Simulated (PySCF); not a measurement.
Basis and Hamiltonian dependence of the ionisation energy of Sb⁺

Sb⁺ [Kr] 4d10 5s2 5p2 (3P) → Sb²⁺ [Kr] 4d10 5s2 5p1 (2P). All values are computed (PySCF 2.14, energy differences of UHF-based or UKS calculations, no spin-orbit coupling). Values in eV.

```json
{"basis": "aug-cc-pVDZ-PP with ECP28MDF", "Hamiltonian": "ECP", "functions": "32", "UHF": "15.996", "PBE": "16.471", "PBE0": "16.530", "MP2 (valence)": "16.220", "CCSD(T) (valence)": "16.258", "CCSD(T) (valence and next inner shell)": "n/a"}
{"basis": "aug-cc-pwCVDZ-PP with ECP28MDF", "Hamiltonian": "ECP", "functions": "48", "UHF": "15.995", "PBE": "16.463", "PBE0": "16.524", "MP2 (valence)": "16.236", "CCSD(T) (valence)": "16.276", "CCSD(T) (valence and next inner shell)": "16.333"}
{"basis": "aug-cc-pVTZ-PP with ECP28MDF", "Hamiltonian": "ECP", "functions": "55", "UHF": "16.005", "PBE": "16.467", "PBE0": "16.532", "MP2 (valence)": "16.326", "CCSD(T) (valence)": "16.384", "CCSD(T) (valence and next inner shell)": "n/a"}
{"basis": "def2-TZVPPD with the def2 core potential (28 electrons)", "Hamiltonian": "ECP", "functions": "56", "UHF": "16.006", "PBE": "16.466", "PBE0": "16.531", "MP2 (valence)": "16.317", "CCSD(T) (valence)": "16.373", "CCSD(T) (valence and next inner shell)": "16.476"}
{"basis": "x2c-TZVPall", "Hamiltonian": "spin-free X2C", "functions": "60", "UHF": "16.010", "PBE": "16.470", "PBE0": "16.533", "MP2 (valence)": "16.310", "CCSD(T) (valence)": "n/a", "CCSD(T) (valence and next inner shell)": "n/a"}
{"basis": "aug-cc-pVTZ-PP with one added diffuse shell each of d, f type with ECP28MDF", "Hamiltonian": "ECP", "functions": "67", "UHF": "16.005", "PBE": "16.467", "PBE0": "16.532", "MP2 (valence)": "16.327", "CCSD(T) (valence)": "16.384", "CCSD(T) (valence and next inner shell)": "n/a"}
{"basis": "aug-cc-pVTZ-DK3", "Hamiltonian": "spin-free X2C", "functions": "68", "UHF": "16.003", "PBE": "16.466", "PBE0": "16.531", "MP2 (valence)": "16.321", "CCSD(T) (valence)": "16.377", "CCSD(T) (valence and next inner shell)": "n/a"}
{"basis": "def2-QZVPPD with the def2 core potential (28 electrons)", "Hamiltonian": "ECP", "functions": "88", "UHF": "16.005", "PBE": "16.466", "PBE0": "16.531", "MP2 (valence)": "16.358", "CCSD(T) (valence)": "16.411", "CCSD(T) (valence and next inner shell)": "n/a"}
{"basis": "aug-cc-pwCVTZ-PP with ECP28MDF", "Hamiltonian": "ECP", "functions": "96", "UHF": "16.003", "PBE": "16.470", "PBE0": "16.533", "MP2 (valence)": "16.333", "CCSD(T) (valence)": "16.391", "CCSD(T) (valence and next inner shell)": "n/a"}
{"basis": "aug-cc-pVQZ-DK3", "Hamiltonian": "spin-free X2C", "functions": "102", "UHF": "16.003", "PBE": "16.467", "PBE0": "16.533", "MP2 (valence)": "16.354", "CCSD(T) (valence)": "16.405", "CCSD(T) (valence and next inner shell)": "n/a"}
{"basis": "aug-cc-pwCVTZ-DK3", "Hamiltonian": "spin-free X2C", "functions": "109", "UHF": "16.000", "PBE": "16.471", "PBE0": "16.534", "MP2 (valence)": "16.330", "CCSD(T) (valence)": "16.386", "CCSD(T) (valence and next inner shell)": "n/a"}
{"basis": "x2c-QZVPPall", "Hamiltonian": "spin-free X2C", "functions": "112", "UHF": "16.002", "PBE": "16.474", "PBE0": "16.537", "MP2 (valence)": "16.347", "CCSD(T) (valence)": "16.397", "CCSD(T) (valence and next inner shell)": "n/a"}
{"basis": "x2c-QZVPPall with one added diffuse shell each of s, p, d, f type", "Hamiltonian": "spin-free X2C", "functions": "128", "UHF": "16.002", "PBE": "16.475", "PBE0": "16.537", "MP2 (valence)": "16.348", "CCSD(T) (valence)": "n/a", "CCSD(T) (valence and next inner shell)": "n/a"}
{"basis": "dyall-av2z", "Hamiltonian": "non-relativistic", "functions": "130", "UHF": "15.954", "PBE": "16.432", "PBE0": "16.492", "MP2 (valence)": "16.190", "CCSD(T) (valence)": "16.226", "CCSD(T) (valence and next inner shell)": "n/a"}
```

Extrapolation of CCSD(T) (valence) from aug-cc-pVTZ-DK3 and aug-cc-pVQZ-DK3: the correlation parts are 0.375 and 0.401 eV; with the X⁻³ form and unrounded values, (4³ × 0.401 − 3³ × 0.375)/(4³ − 3³) = 0.421 eV, and adding the Hartree-Fock value 16.003 eV of the larger basis gives 16.424 eV.

Frozen in the all-electron rows: valence: [Kr] 4d10; valence and next inner shell: [Ar] 3d10; with a core potential, the same shells as far as they lie outside it.

Non-relativistic rows lack the scalar-relativistic shift.

Between the lowest levels the reference is 16.626 ± 0.025 eV (measured; NIST Atomic Spectra Database, ionization energies); it includes spin-orbit coupling, which these numbers lack.
